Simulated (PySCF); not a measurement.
Magnetisability: C$_{4}$H$_{8}$AlNO

Geometry:
```json
{"atom": "C1", "x (Å)": "-3.513", "y (Å)": "2.527", "z (Å)": "-0.442"}
{"atom": "C2", "x (Å)": "-2.550", "y (Å)": "1.843", "z (Å)": "-0.220"}
{"atom": "C3", "x (Å)": "-1.405", "y (Å)": "1.075", "z (Å)": "0.055"}
{"atom": "C4", "x (Å)": "-1.227", "y (Å)": "-0.156", "z (Å)": "-0.434"}
{"atom": "O5", "x (Å)": "-0.149", "y (Å)": "-0.902", "z (Å)": "-0.195"}
{"atom": "Al6", "x (Å)": "1.193", "y (Å)": "-1.816", "z (Å)": "0.199"}
{"atom": "N7", "x (Å)": "2.710", "y (Å)": "-0.583", "z (Å)": "-0.516"}
{"atom": "H8", "x (Å)": "-4.358", "y (Å)": "3.115", "z (Å)": "-0.638"}
{"atom": "H9", "x (Å)": "-0.657", "y (Å)": "1.521", "z (Å)": "0.698"}
{"atom": "H10", "x (Å)": "-1.978", "y (Å)": "-0.614", "z (Å)": "-1.071"}
{"atom": "H11", "x (Å)": "1.440", "y (Å)": "-3.039", "z (Å)": "-0.720"}
{"atom": "H12", "x (Å)": "1.581", "y (Å)": "-1.846", "z (Å)": "1.698"}
{"atom": "H13", "x (Å)": "2.607", "y (Å)": "-0.467", "z (Å)": "-1.522"}
{"atom": "H14", "x (Å)": "2.680", "y (Å)": "0.338", "z (Å)": "-0.083"}
{"atom": "H15", "x (Å)": "3.622", "y (Å)": "-0.990", "z (Å)": "-0.335"}
```

The calculation used PySCF 2.14.0, GIAO wB97X-D/pcSseg-1 magnetisability, rotational g tensor and spin-rotation constants, non-relativistic, gas phase. Geometry: GFN2-xTB.

The bonding changed while the geometry was optimised; results refer to the coordinates, not to the name.

Problem. How diamagnetic is it, and how anisotropic?

Solution. Isotropic -1128 × 10⁻³⁰ J/T², or -67.9 × 10⁻⁶ cm³/mol; principal values -1190, -1141, -1052 × 10⁻³⁰ J/T², anisotropy 122 × 10⁻³⁰ J/T² (root of half the summed squared differences of the principal values). The susceptibility is in cgs units.

Problem. Split it along the inertial axes a, b, c into diamagnetic and paramagnetic parts about the centre of mass, with the quadrupole moment.

Solution. 
| axis | χ (10⁻⁶ cm³/mol) | diamagnetic (10⁻⁶ cm³/mol) | paramagnetic (10⁻⁶ cm³/mol) | summed x² of all electrons (Å²) | quadrupole Θ (D Å) |
| --- | --- | --- | --- | --- | --- |
| a | -71.5 | -286.3 | 214.8 | 372.5 | +4.21 |
| b | -65.6 | -1669.5 | 1603.9 | 46.5 | +4.39 |
| c | -66.6 | -1777.7 | 1711.0 | 21.0 | -8.59 |

Anisotropies 2χaa − χbb − χcc = -10.8 and 2χbb − χaa − χcc = +6.9 × 10⁻⁶ cm³/mol. Θ is traceless in Buckingham's convention.

Problem. And the rotational g tensor?

Solution. 
```tsv
axis	rotational constant (GHz)	g	nuclear part	electronic part
a	6.8419	-0.0452	0.6452	-0.6903
b	0.7500	-0.0071	0.5581	-0.5651
c	0.6991	-0.0037	0.5582	-0.5620
```
Asymmetric top; isotopes 27Al, 12C, 1H, 14N, 16O; no vibrational averaging.
